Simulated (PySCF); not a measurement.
PySCF input file for Mg(OH2)6 (H12MgO6), SMILES [OH2]->[Mg+2](<-[OH2])(<-[OH2])(<-[OH2])(<-[OH2])<-[OH2] (connectivity only; charge and spin as stated), charge +2, multiplicity 1, B3LYP-D3(BJ)/def2-SVP. The structure is a stationary point at B3LYP-D3(BJ)/def2-SVP. The isomer is the one that the SMILES or the coordinates give; other isomers of the formula were not compared.

```python
import numpy as np
from pyscf import gto, scf, dft, df
from pyscf.hessian import thermo

mol = gto.M(
    atom='''
    Mg    0.00000000   -0.00000000    0.00000000
    O     0.00000000   -0.00000000   -2.09003661
    H    -0.77784896   -0.00000000   -2.67077065
    H     0.77784897   -0.00000000   -2.67077066
    O     2.09003661    0.00000000   -0.00000000
    H     2.67077066    0.77784896    0.00000001
    H     2.67077066   -0.77784897    0.00000000
    O     0.00000000   -2.09003661   -0.00000000
    H    -0.00000001   -2.67077066    0.77784896
    H    -0.00000000   -2.67077066   -0.77784896
    O    -0.00000000    2.09003661    0.00000000
    H     0.00000001    2.67077066   -0.77784896
    H     0.00000000    2.67077066    0.77784896
    O    -2.09003661   -0.00000000    0.00000000
    H    -2.67077066   -0.77784896   -0.00000001
    H    -2.67077066    0.77784897   -0.00000000
    O    -0.00000000    0.00000000    2.09003661
    H    -0.77784897    0.00000000    2.67077066
    H     0.77784896    0.00000000    2.67077065
    ''',
    basis='def2-SVP',
    charge=2,
    spin=0,
    max_memory=1600,
    verbose=3,
)
mf = dft.RKS(mol, xc='b3lyp').density_fit(auxbasis='def2-universal-jkfit')
mf.disp = 'd3bj'
mf.grids.level = 3
mf.conv_tol = 1e-11
mf.max_cycle = 100
mf.kernel()

# [left out here: the lines that compute and print the analytic Hessian (its translational invariance restored by hand, since the grid's response is missing), thermochemistry and intensities]
```

Program output:

```
[...]
      10   O                -0.00 -0.04 -0.00    0.00  0.01  0.00   -0.00  0.03  0.00
      11   H                 0.00  0.30  0.23   -0.00 -0.06 -0.05    0.00 -0.22 -0.17
      12   H                 0.00  0.30 -0.23   -0.00 -0.06  0.05    0.00 -0.22  0.17
      13   O                -0.01  0.00  0.00    0.04 -0.00  0.00   -0.03  0.00  0.00
      14   H                 0.10 -0.08 -0.00   -0.29  0.22 -0.00    0.22 -0.17 -0.00
      15   H                 0.10  0.08 -0.00   -0.29 -0.22 -0.00    0.22  0.17 -0.00
      16   O                 0.00 -0.00  0.03    0.00  0.00  0.03    0.00  0.00  0.03
      17   H                -0.16  0.00 -0.20   -0.18 -0.00 -0.23   -0.17 -0.00 -0.22
      18   H                 0.16  0.00 -0.20    0.18 -0.00 -0.23    0.17 -0.00 -0.22
Mode                                39                  40                  41
Irrep
Freq [cm^-1]                     3766.3205           3766.3218           3767.9525
Reduced mass [au]                   1.0454              1.0454              1.0457
Force const [Dyne/A]                8.7369              8.7369              8.7469
Char temp [K]                    5418.8966           5418.8985           5421.2447
Normal mode                   x     y     z       x     y     z       x     y     z
       0  Mg                 0.00  0.00  0.00   -0.00 -0.00 -0.00   -0.00 -0.00  0.00
       1   O                -0.00 -0.00  0.02    0.00  0.00  0.02    0.00  0.00  0.01
       2   H                -0.27 -0.00 -0.18   -0.19  0.00 -0.13   -0.07  0.00 -0.04
       3   H                 0.27 -0.00 -0.18    0.19  0.00 -0.13    0.06  0.00 -0.04
       4   O                -0.00 -0.00 -0.00    0.03  0.00  0.00   -0.03  0.00 -0.00
       5   H                 0.02  0.03 -0.00   -0.22 -0.33  0.00    0.27  0.40 -0.00
       6   H                 0.02 -0.03 -0.00   -0.22  0.33  0.00    0.27 -0.40 -0.00
       7   O                -0.00 -0.03  0.00    0.00  0.01  0.00    0.00 -0.00 -0.00
       8   H                -0.00  0.20 -0.30    0.00 -0.09  0.14    0.00  0.03 -0.04
       9   H                -0.00  0.20  0.30    0.00 -0.09 -0.14    0.00  0.03  0.04
      10   O                -0.00  0.03  0.00    0.00 -0.01  0.00    0.00 -0.00 -0.00
      11   H                -0.00 -0.20  0.30    0.00  0.09 -0.14    0.00  0.03 -0.04
      12   H                -0.00 -0.20 -0.30    0.00  0.09  0.14    0.00  0.02  0.04
      13   O                 0.00 -0.00 -0.00   -0.03  0.00  0.00   -0.03  0.00 -0.00
      14   H                -0.02 -0.03 -0.00    0.22  0.33  0.00    0.27  0.40 -0.00
      15   H                -0.02  0.03 -0.00    0.22 -0.33  0.00    0.27 -0.40 -0.00
      16   O                 0.00 -0.00 -0.02    0.00  0.00 -0.02    0.00  0.00  0.01
      17   H                -0.27 -0.00  0.18   -0.19  0.00  0.13    0.06  0.00 -0.04
      18   H                 0.27 -0.00  0.18    0.19  0.00  0.13   -0.07  0.00 -0.04
Mode                                42                  43                  44
Irrep
Freq [cm^-1]                     3767.9545           3767.9554           3776.3971
Reduced mass [au]                   1.0457              1.0457              1.0466
Force const [Dyne/A]                8.7469              8.7469              8.7936
Char temp [K]                    5421.2476           5421.2489           5433.3946
Normal mode                   x     y     z       x     y     z       x     y     z
       0  Mg                -0.00  0.00 -0.00   -0.00  0.00  0.00   -0.00 -0.00 -0.00
       1   O                 0.00 -0.00 -0.03    0.00 -0.00  0.01    0.00  0.00 -0.02
       2   H                 0.39 -0.00  0.27   -0.06 -0.00 -0.04    0.23 -0.00  0.16
       3   H                -0.39 -0.00  0.27    0.06 -0.00 -0.04   -0.23  0.00  0.16
       4   O                -0.01 -0.00  0.00   -0.00 -0.00 -0.00    0.02  0.00 -0.00
       5   H                 0.05  0.07  0.00    0.02  0.03 -0.00   -0.16 -0.23  0.00
       6   H                 0.05 -0.07  0.00    0.02 -0.02 -0.00   -0.16  0.23  0.00
       7   O                 0.00  0.00  0.00    0.00  0.03 -0.00    0.00 -0.02 -0.00
       8   H                 0.00 -0.04  0.05    0.00 -0.27  0.40   -0.00  0.16 -0.23
       9   H                 0.00 -0.04 -0.06    0.00 -0.27 -0.40   -0.00  0.16  0.23
      10   O                 0.00  0.00  0.00    0.00  0.03 -0.00    0.00  0.02 -0.00
      11   H                 0.00 -0.04  0.05    0.00 -0.27  0.40   -0.00 -0.16  0.23
      12   H                 0.00 -0.04 -0.06    0.00 -0.27 -0.40   -0.00 -0.16 -0.23
      13   O                -0.01 -0.00  0.00   -0.00 -0.00 -0.00   -0.02 -0.00 -0.00
      14   H                 0.05  0.07  0.00    0.02  0.03 -0.00    0.16  0.23  0.00
      15   H                 0.05 -0.07  0.00    0.02 -0.03 -0.00    0.16 -0.23  0.00
      16   O                 0.00 -0.00 -0.03    0.00 -0.00  0.01   -0.00  0.00  0.02
      17   H                -0.39 -0.00  0.27    0.06 -0.00 -0.04    0.23 -0.00 -0.16
      18   H                 0.39 -0.00  0.27   -0.06 -0.00 -0.04   -0.23 -0.00 -0.16
Mode                                45                  46                  47
Irrep
Freq [cm^-1]                     3843.1992           3843.1993           3843.1994
Reduced mass [au]                   1.0837              1.0837              1.0837
Force const [Dyne/A]                9.4309              9.4309              9.4309
Char temp [K]                    5529.5080           5529.5081           5529.5082
Normal mode                   x     y     z       x     y     z       x     y     z
       0  Mg                 0.00 -0.00  0.00    0.00  0.00  0.00    0.00 -0.00  0.00
       1   O                 0.00 -0.00 -0.00    0.05 -0.00  0.00    0.00  0.00 -0.00
       2   H                -0.03 -0.00 -0.02   -0.38  0.00 -0.29   -0.03 -0.00 -0.02
       3   H                -0.03  0.00  0.02   -0.38  0.00  0.29   -0.03 -0.00  0.02
       4   O                -0.00 -0.05 -0.00    0.00  0.00 -0.00    0.00 -0.00 -0.00
       5   H                 0.29  0.38  0.00   -0.02 -0.03  0.00    0.01  0.01  0.00
       6   H                -0.29  0.38  0.00    0.02 -0.03  0.00   -0.01  0.01 -0.00
       7   O                 0.00 -0.00 -0.00   -0.00  0.00 -0.00    0.00 -0.00  0.05
       8   H                -0.00 -0.01  0.01    0.00 -0.02  0.02   -0.00  0.29 -0.38
       9   H                -0.00  0.01  0.01   -0.00  0.02  0.02   -0.00 -0.29 -0.38
      10   O                -0.00 -0.00  0.00    0.00  0.00  0.00   -0.00 -0.00 -0.05
      11   H                 0.00  0.01 -0.01   -0.00  0.02 -0.02    0.00 -0.29  0.38
      12   H                 0.00 -0.01 -0.01    0.00 -0.02 -0.02    0.00  0.29  0.38
      13   O                -0.00  0.05  0.00    0.00 -0.00  0.00    0.00  0.00  0.00
      14   H                -0.29 -0.38 -0.00    0.02  0.03 -0.00   -0.01 -0.01 -0.00
      15   H                 0.29 -0.38 -0.00   -0.02  0.03 -0.00    0.01 -0.01  0.00
      16   O                -0.00  0.00  0.00   -0.05  0.00 -0.00   -0.00 -0.00  0.00
      17   H                 0.03 -0.00 -0.02    0.38 -0.00 -0.29    0.03  0.00 -0.02
      18   H                 0.03  0.00  0.02    0.38 -0.00  0.29    0.03  0.00  0.02
Mode                                48                  49                  50
Irrep
Freq [cm^-1]                     3843.6305           3843.6305           3843.6305
Reduced mass [au]                   1.0838              1.0838              1.0838
Force const [Dyne/A]                9.4336              9.4336              9.4336
Char temp [K]                    5530.1285           5530.1285           5530.1286
Normal mode                   x     y     z       x     y     z       x     y     z
       0  Mg                -0.00 -0.00  0.00    0.00 -0.00 -0.00   -0.00 -0.00 -0.00
       1   O                -0.01 -0.00  0.00    0.05 -0.00 -0.00   -0.01 -0.00 -0.00
       2   H                 0.05  0.00  0.03   -0.38  0.00 -0.28    0.06  0.00  0.04
       3   H                 0.05  0.00 -0.03   -0.38  0.00  0.28    0.06  0.00 -0.04
       4   O                -0.00 -0.05  0.00    0.00 -0.01 -0.00   -0.00 -0.00 -0.00
       5   H                 0.28  0.38 -0.00    0.04  0.05  0.00    0.01  0.01  0.00
       6   H                -0.28  0.38 -0.00   -0.04  0.05  0.00   -0.01  0.01  0.00
       7   O                -0.00 -0.00  0.00    0.00 -0.00 -0.01   -0.00 -0.00 -0.05
       8   H                 0.00  0.02 -0.02   -0.00 -0.04  0.05    0.00 -0.28  0.38
       9   H                 0.00 -0.01 -0.02   -0.00  0.04  0.06    0.00  0.28  0.38
      10   O                -0.00 -0.00  0.00    0.00 -0.00 -0.01   -0.00 -0.00 -0.05
      11   H                 0.00  0.02 -0.02   -0.00 -0.04  0.05    0.00 -0.28  0.38
      12   H                 0.00 -0.01 -0.02   -0.00  0.04  0.06    0.00  0.28  0.38
      13   O                -0.00 -0.05  0.00    0.00 -0.01 -0.00   -0.00 -0.00 -0.00
      14   H                 0.28  0.38 -0.00    0.04  0.05  0.00    0.01  0.01  0.00
      15   H                -0.28  0.38 -0.00   -0.04  0.05  0.00   -0.01  0.01  0.00
      16   O                -0.01 -0.00  0.00    0.05 -0.00 -0.00   -0.01 -0.00 -0.00
      17   H                 0.05  0.00 -0.03   -0.38  0.00  0.28    0.06  0.00 -0.04
      18   H                 0.05  0.00  0.03   -0.38  0.00 -0.28    0.06  0.00  0.04
temperature 298.1500 [K]
pressure 101325.00 [Pa]
Rotational constants [GHz] 1.47793 1.47793 1.47793
Symmetry number 3
Zero-point energy (ZPE) 0.15067 [Eh]   395596.311 [J/mol]
                           tot       elec      trans        rot        vib
Entropy [J/mol/K]       503.342      0.000    169.680    112.156    221.506
Cv [J/mol/K]            245.913      0.000     12.472     12.472    220.970
Cp [J/mol/K]            254.228      0.000     20.786     12.472    220.970
Internal energy [J/mol]                      3718.434   3718.434 432476.364
Internal energy [Eh]   -657.77515  -657.94270
Enthalpy [J/mol]                             6197.391   3718.434 432476.364
Enthalpy [Eh]          -657.77421
Gibbs free energy [J/mol]                  -44392.665 -29720.828 366434.273
Gibbs free energy [Eh] -657.83137
mode   freq/cm-1   IR/(km/mol)
   1       98.60         4.290
   2       98.60         4.290
   3       98.60         4.290
   4      120.81         0.000
   5      120.81         0.000
   6      120.81         0.000
   7      157.44         1.979
   8      157.44         1.979
   9      157.44         1.979
  10      228.17         0.000
  11      228.17         0.000
  12      275.70         0.000
  13      275.70         0.000
  14      287.60         0.000
  15      287.60         0.000
  16      287.60         0.000
  17      333.63         0.000
  18      378.02         0.000
  19      378.02         0.000
  20      378.02         0.000
  21      396.86       287.400
  22      396.86       287.400
  23      396.86       287.397
  24      422.03        80.132
  25      422.03        80.133
  26      422.03        80.135
  27      423.17         0.000
  28      536.99         0.000
  29      536.99         0.000
  30      536.99         0.000
  31      568.22       470.500
  32      568.22       470.500
  33      568.22       470.499
  34     1632.42       244.255
  35     1632.42       244.255
  36     1632.42       244.255
  37     1633.44         0.000
  38     1633.44         0.000
  39     1636.76         0.000
  40     3766.32         0.000
  41     3766.32         0.000
  42     3767.95       252.795
  43     3767.95       252.794
  44     3767.96       252.792
  45     3776.40         0.000
  46     3843.20         0.000
  47     3843.20         0.000
  48     3843.20         0.000
  49     3843.63       412.712
  50     3843.63       412.710
  51     3843.63       412.710
max |gradient| / (hartree/bohr): 5.327922282420542e-05
APT charges: [ 1.5214 -0.6453  0.3621  0.3621 -0.6453  0.3621  0.3621 -0.6453  0.3621
  0.3621 -0.6453  0.3621  0.3621 -0.6453  0.3621  0.3621 -0.6453  0.3621
  0.3621]
```

Self-consistency was reached.

Cost: around 12 core-minutes (rough).
